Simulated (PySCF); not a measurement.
Bonds (- single, = double, # triple, : aromatic): B1-C2 1.544 Å, C2-Si3 1.884 Å, Si3-Cl4 2.074 Å. B1 carries H5, H6; C2 carries H7, H8; Si3 carries H9, H10.

Geometry: PBE0-D3(BJ)/def2-SVP; GIAO shifts from PySCF, gas phase, non-relativistic, averaged over equivalent atoms.

At PBE0/STO-3G (34 basis functions, 2.3 s wall time on 1 thread of an Arm Neoverse V1, shared host):
```
 atoms  δ (ppm)
    B1     88.2
    C2     12.9
   Si3    -14.6
   Cl4   -172.0
 H5/H6     7.20
H9/H10     2.77
 H7/H8     1.93
```

Scale: 11B (128.75 ppm) against BF3·OEt2; TMS for 13C (234.69 ppm), 29Si (517.60 ppm), 1H (32.60 ppm); HCl for 35Cl (1025.84 ppm) (reference shieldings calculated alike).

Question: Estimate the result of repeating the calculation with B97-2/pcSseg-2.

Answer: 
```json
{"atoms": "B1", "δ at B97-2/pcSseg-2": "82.8", "change": "-5.4"}
{"atoms": "C2", "δ at B97-2/pcSseg-2": "33.8", "change": "+20.9"}
{"atoms": "Si3", "δ at B97-2/pcSseg-2": "-16.6", "change": "-2.0"}
{"atoms": "Cl4", "δ at B97-2/pcSseg-2": "-39.7", "change": "+132.3"}
{"atoms": "H5/H6", "δ at B97-2/pcSseg-2": "7.31", "change": "+0.11"}
{"atoms": "H9/H10", "δ at B97-2/pcSseg-2": "5.06", "change": "+2.29"}
{"atoms": "H7/H8", "δ at B97-2/pcSseg-2": "2.57", "change": "+0.64"}
```

δ = σ(ref) − σ, references computed at the same level: 11B (100.12 ppm) vs BF3·OEt2; 13C (183.46 ppm), 29Si (347.59 ppm), 1H (31.36 ppm) vs TMS; 35Cl (936.59 ppm) vs HCl.

The largest change is at Cl4 (chlorine bonded to Si). Cost: 242 basis functions, 22 s wall time on 1 thread of an Arm Neoverse V1, shared host.

A carbon bonded to boron is broadened by the quadrupolar boron nucleus and is often missing from a measured spectrum.
